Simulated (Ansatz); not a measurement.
BH$_{4}$NSe, SMILES `NB[SeH]`, 7 atoms. Charge 0, multiplicity 1. Correlated methods include outer-core shells of Se, which these sets cover unevenly. Scalar relativity is left out up to krypton. All runs use 2 threads of an Arm Neoverse V1 on a shared host. Correlated methods freeze the cores.

How many basis functions does each run have, and how long does it take in Ansatz? RKS PBE0-D4/def2-TZVP frequencies; RKS ωB97M-V/def2-QZVPP energy; direct RPA on PBE orbitals/def2-TZVPP energy; RKS PBE0-D4/def2-TZVP relaxation (5 steps); RKS PBE0-D4/def2-SVP energy; RHF-CCSD(T)/def2-TZVPP energy; RKS B3LYP-D4/def2-TZVPP energy and forces; RHF-MP2/def2-QZVPP energy; RKS ωB97M-V/def2-SVP energy; RHF-CCSD(T)/def2-SVP energy; RKS ωB97M-V/def2-TZVPP energy and forces; RKS PBE0-D4/def2-QZVPP energy. (Estimate.)

Ansatz gave: Other jobs shared the machine, so times are rough.

| level | job | functions | wall time | peak host memory (GiB) |
| --- | --- | --- | --- | --- |
| RKS PBE0-D4/def2-SVP | energy | 80 | 1.2 s | 0.14 |
| RHF-CCSD(T)/def2-SVP | energy | 80 | 2.8 s | 0.23 |
| RKS B3LYP-D4/def2-TZVPP | energy and forces | 166 | 3.4 s | 0.31 |
| direct RPA on PBE orbitals/def2-TZVPP | energy | 166 | 4 s | 0.31 |
| RKS ωB97M-V/def2-SVP | energy | 80 | 4.5 s | 0.21 |
| RKS PBE0-D4/def2-QZVPP | energy | 323 | 6.5 s | 0.77 |
| RKS ωB97M-V/def2-TZVPP | energy and forces | 166 | 9 s | 0.41 |
| RKS PBE0-D4/def2-TZVP | relaxation (5 steps) | 134 | 16 s | 0.24 |
| RKS ωB97M-V/def2-QZVPP | energy | 323 | 16 s | 0.94 |
| RHF-MP2/def2-QZVPP | energy | 323 | 18 s | 1.1 |
| RHF-CCSD(T)/def2-TZVPP | energy | 166 | 42 s | 1.4 |
| RKS PBE0-D4/def2-TZVP | frequencies | 134 | 86 s | 0.25 |

B3LYP here is the variant with VWN-RPA as its local correlation; programs differ in this.
